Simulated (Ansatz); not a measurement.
Mulliken charges of `O[SiH](Cl)O[SiH2]Cl` from ωB97M-V/def2-TZVPP in Ansatz (PBE0-D4/def2-TZVP geometry).

| atom | x (Å) | y (Å) | z (Å) | charge (e) |
| --- | --- | --- | --- | --- |
| O1 | -1.819 | -0.270 | 1.211 | -0.361 |
| Si2 | -0.244 | -0.649 | 1.242 | 0.582 |
| Cl3 | 0.818 | 0.767 | 2.279 | -0.213 |
| O4 | 0.401 | -0.735 | -0.252 | -0.375 |
| Si5 | 0.810 | 0.219 | -1.505 | 0.446 |
| Cl6 | -0.570 | 1.737 | -1.673 | -0.229 |
| H7 | -2.087 | 0.566 | 0.823 | 0.188 |
| H8 | -0.114 | -1.952 | 1.901 | -0.012 |
| H9 | 0.761 | -0.581 | -2.743 | -0.013 |
| H10 | 2.128 | 0.845 | -1.281 | -0.013 |

**Question.** By hand: the dipole of these point charges (1 e Å = 4.8032 D).

**Answer.** Σ q r = (0.253, -0.342, -0.209) e Å, of length 0.474 e Å = 2.28 D.

**Question.** How does the dipole of the full density compare? (Estimate.)

**Answer.** Ansatz gave: (0.062, -0.035, -0.217) e Å, 1.10 D; the point charges give 2.07 times that, at 48° from its direction.

Point charges leave out the atoms' own dipoles, such as those of lone pairs, and Mulliken's split depends on the basis, so the two needn't agree.
